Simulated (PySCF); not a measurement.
Give a PBE0-D3(BJ)/def2-SVP geometry of `C[C@@H]1C[C@@H]([O][GeH3])C12CC2`.

```
atom  x, y, z in Å
C1    -2.576   -0.512    0.521
C2    -1.522   -0.453   -0.569
C3    -0.503   -1.621   -0.557
C4     0.512   -0.712    0.153
O5     1.824   -0.794   -0.311
Ge6    3.195   -0.275    0.709
C7    -0.345    0.481   -0.278
C8     0.151    1.556   -1.181
C9    -0.319    1.890    0.209
H10   -2.123   -0.681    1.511
H11   -3.146    0.428    0.575
H12   -3.292   -1.329    0.337
H13   -2.002   -0.280   -1.546
H14   -0.131   -1.848   -1.566
H15   -0.795   -2.555   -0.055
H16    0.466   -0.845    1.253
H17    3.030   -0.913    2.103
H18    4.441   -0.786   -0.023
H19    3.209    1.263    0.831
H20    1.226    1.580   -1.385
H21   -0.478    1.850   -2.026
H22    0.431    2.161    0.959
H23   -1.274    2.414    0.321
```

Orientation and origin are arbitrary. Atoms count from 1 in this order. The 3-membered ring C7–C8–C9 has internal angles of 59.6° to 60.6°. The C–C distances run from 1.489 Å (C7–C8, drawn single) to 1.550 Å (C2–C3, drawn single), a spread of 0.061 Å. Ge6 (germanium bonded to O and 3 H) is distorted tetrahedral (angles from 104.7° to 112.4°). The 4-membered ring C2–C3–C4–C7 has internal angles of 87.3° to 90.5° (sum 355°, against 360° for a flat polygon); it is puckered, 0.11 Å rms from its mean plane, widest ring torsion 17°.

Bonds between heavy atoms (Å): C1–C2 1.518, C2–C3 1.550, C3–C4 1.537, C4–O5 1.394, O5–Ge6 1.786, C4–C7 1.530, C7–C8 1.489, C8–C9 1.505, C2–C7 1.531, C7–C9 1.491.

Theory: PBE0-D3(BJ)/def2-SVP geometry optimisation, gas phase (PySCF 2.14.0).

Point group: C1 (no symmetry element, even within 0.4 Å). PBE0-D3(BJ)/def2-SVP frequencies: not computed here. The numbers are those of one conformer (C3–C4–O5–Ge6 -159°).
